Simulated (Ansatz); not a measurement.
`CC(=O)CC(=O)C(C)C`, relaxed with RKS PBE-D4/def2-SVP in Ansatz from a rough embedded geometry. The force threshold is 0.03 eV/Å; the program also tests the step.

Charge 0, multiplicity 1.

Start:

```xyz
21

C    -0.200    1.927   -2.330
C     0.742    0.995   -1.758
O     1.301    0.129   -2.457
C     1.000    1.126   -0.215
C    -0.141    0.450    0.489
O    -1.111    1.143    0.899
C    -0.061   -1.047    0.754
C    -1.445   -1.641    0.867
C     0.713   -1.325    2.011
H    -0.234    1.843   -3.449
H    -1.264    1.743   -2.009
H     0.046    2.993   -2.104
H     1.890    0.646   -0.059
H     1.013    2.150    0.005
H     0.427   -1.519   -0.137
H    -2.030   -1.253    1.726
H    -2.065   -1.411   -0.041
H    -1.426   -2.747    0.937
H     0.838   -2.417    2.171
H     1.720   -0.915    1.865
H     0.285   -0.868    2.838
```

```tsv
step	energy (eV)	largest force (eV/Å)	largest move (Å)
1	-11526.0957	3.399	0.000
2	-11526.6358	1.286	0.097
3	-11526.7120	0.670	0.098
4	-11526.7327	0.151	0.046
5	-11526.7381	0.080	0.063
6	-11526.7457	0.274	0.193
7	-11526.7502	0.128	0.038
8	-11526.7536	0.048	0.105
9	-11526.7548	0.048	0.032
10	-11526.7555	0.023	0.026
```

End:

```xyz
21

C    -0.114    2.072   -2.388
C     0.678    0.959   -1.741
O     1.055   -0.036   -2.338
C     0.911    1.109   -0.229
C    -0.279    0.420    0.457
O    -1.302    1.039    0.703
C    -0.115   -1.074    0.724
C    -1.470   -1.763    0.883
C     0.784   -1.279    1.961
H    -0.370    1.808   -3.430
H    -1.033    2.261   -1.791
H     0.472    3.015   -2.372
H     1.864    0.608    0.022
H     0.922    2.172    0.075
H     0.425   -1.482   -0.161
H    -2.037   -1.317    1.724
H    -2.089   -1.649   -0.029
H    -1.339   -2.846    1.080
H     0.963   -2.360    2.127
H     1.773   -0.789    1.852
H     0.298   -0.869    2.870
```

Hardware: 5 threads of an AMD EPYC 7R13 on a shared host and a share of an NVIDIA H100 80 GB. Wall time 68 s, peak host memory 0.96 GiB.
